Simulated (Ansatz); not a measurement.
Dissociation curve of C₂, singlet. Each curve is given relative to its own lowest point between 1.10 and 1.58 Å, where full CI is lowest.

```
R / Å      A     B      C      D
-----  -----  ----  -----  -----
1.10   136.5     —      —  131.6
1.20    14.8  84.5  123.5   13.3
1.27     0.0  39.2   49.8    0.0
1.33    16.3  13.0   13.9   11.5
1.40    51.2   0.0    0.0   30.9
1.43    65.9   0.7    1.0   40.0
1.49    92.5  10.6   12.3   58.6
1.52   103.8  18.9   21.5   70.4
1.58   130.1  40.2   45.0   99.2
1.65   166.8  70.1   78.0  138.8
1.70   195.5  93.3  103.8  169.5
1.80   255.7     —      —  233.7
1.90   316.5     —      —  298.6
2.05   404.5     —      —  392.9
2.20   485.7     —      —  480.7
2.45   603.3     —      —  609.7
2.70   698.4     —      —  711.4
2.97   779.0     —      —  765.5
```

Energies in kJ/mol.

Q: Match the curves with the methods CCSD on RHF/cc-pVDZ, frozen core run with Ansatz (a program for electronic structure); CCSD(T) on RHF/cc-pVDZ, frozen core in Ansatz; restricted CAM-B3LYP/cc-pVDZ (Ansatz); restricted PBE0/cc-pVDZ (Ansatz).

A: A is RKS-PBE0; B is RCCSD(T); C is RCCSD; D is RKS-CAM-B3LYP.

Dashes: no converged value, or the column stops at the first point that the program doubted or that broke a chosen test of continuity, which isn't proof of a fault.

The scan ran from 1.10 to 5.21 Å; beyond the distances shown full CI changes its symmetry label. The T1 diagnostic of CCSD on the restricted reference of RCCSD(T), RCCSD exceeds 0.045 at 1.10 to 1.20, 2.05 to 2.45 Å. At the minimum RCCSD(T), RCCSD lies far from FCI: another state is possible. The restricted form behind RKS-PBE0, RKS-CAM-B3LYP keeps the bonding electrons paired and can't separate into open-shell fragments.
